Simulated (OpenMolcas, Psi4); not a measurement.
# Predicting a hybrid from its neighbours: PbSe

PbSe: 2 atoms, total charge 0, spin state singlet. As SMILES, `[Se][Pb]`. Geometry: relaxed at PBE0-D4/def2-TZVP.

The dipole moment y, in D, basis def2-TZVPP with a core potential; a is the functional's share of exact exchange. Programs: OpenMolcas 26.06, Psi4 1.11.

```
functional     program     a  y (D)
      TPSS  OpenMolcas     0   3.69
    revPBE  OpenMolcas     0   3.56
     TPSSh        Psi4   0.1   3.83
     B3LYP  OpenMolcas   0.2   3.75
      PBE0  OpenMolcas  0.25      ?
     BHLYP  OpenMolcas   0.5   4.20
```

Question: Fit y = c + s·a to the known rows and predict PBE0.

Answer: 
1. Means of the 5 rows: a = 0.1600, y = 3.806.
2. Σ(Δa)² = 0.172, Σ(Δa·Δy) = 0.1882, so the slope is 0.1882/0.172 = 1.0942.
3. Intercept: 3.806 − (1.0942) × 0.1600 = 3.631. The largest residual of the fit is 0.100.
4. PBE0: 3.631 + (1.0942) × 0.25 = 3.90 D.

The run gave 3.92 D, so the prediction is off by -0.02 D, within the scatter of the fit. More exact exchange makes the molecule more polar here. The rows mix families of semi-local functionals, which the line can't see.
